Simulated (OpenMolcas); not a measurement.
Computed levels of 2s² 2p² in ions with 6 electrons, in cm-1 above ³P₀.

| Item | Value |
| --- | --- |
| Program | OpenMolcas 26.06 |
| Method | SS-CASPT2, IPEA 0.25 Eh, imaginary shift 0.1 Eh |
| Basis | ANO-R3 |
| Scalar Hamiltonian | X2C, finite nucleus |
| Spin-orbit coupling | state interaction with AMFI integrals over the reference wave functions, term energies averaged over their components |

Active space for each ion: 4 electrons in 4 orbitals (2s 2p); closed shells correlated by CASPT2: 1s.

```tsv
Level	C	O2+	F3+	Ne4+
³P₁	14.9	103	214	389
³P₂	44.4	305	624	1123
¹D₂	10020	20400	25610	30840
¹S₀	20280	42640	53400	64070
```

Estimate ³P₂, ¹D₂, ¹S₀ for N+ from its neighbours C and O2+.

³P₂ is fine structure, which grows about as the fourth power of a screened charge, so the fourth roots are averaged: ((44.4^0.25 + 305^0.25) / 2)^4 = 131. The calculation gives 131, so the estimate is off by 0 %; the measured value is 131 (NIST Handbook of Basic Atomic Spectroscopic Data).
¹D₂ is another term, which grows about linearly with the charge: (10020 + 20400) / 2 = 15210. The calculation gives 15260, so the estimate is off by -0.3 %; the measured value is 15316 (NIST Handbook of Basic Atomic Spectroscopic Data).
¹S₀ is another term, which grows about linearly with the charge: (20280 + 42640) / 2 = 31460. The calculation gives 31770, so the estimate is off by -1.0 %; the measured value is 32689 (NIST Handbook of Basic Atomic Spectroscopic Data).

Term energies are means over components that CASPT2 splits; among the terms shown or strongly mixed into the levels shown the widest spread is 12 cm-1 (2s² 2p² ¹D, O2+). Over all roots computed the reference weight is 0.94 to 0.99 in C; the roots of lowest weight are the least certain, and an intruder state may touch them. Measured partners are found by configuration, term and J. A level has none where our copy of the source lacks it or the pairing is in doubt (some pairs that miss far off the trend of their configuration count as doubtful), and it then counts in no deviation. Levels of configurations outside the active space are missing.
